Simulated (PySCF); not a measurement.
BeF₂, SMILES [Be]([F])[F]. Atoms are numbered in the order given.

```xyz
3

Be     0.0000     0.0000     0.0000
F      0.0000     0.0000    -1.3818
F      0.0000     0.0000     1.3818
```

Coordinates come from a r2SCAN-D4/def2-TZVP optimisation. The isomer is the one that the SMILES or the coordinates give; other isomers of the formula were not compared.

Computed with B3LYP/pcJ-2 run with PySCF.

Isotropic couplings with Fermi-contact, spin-dipole and both spin-orbit terms, one fixed conformer, no vibrational averaging. Isotopes: 19F.

### Question
Estimate the spin–spin coupling constants. (The exact figures need the calculation; the answer reports its results.)

### Answer

| pair | bonds apart | J (Hz) |
|---|---|---|
| F2–F3 | 2 | 60.2 |
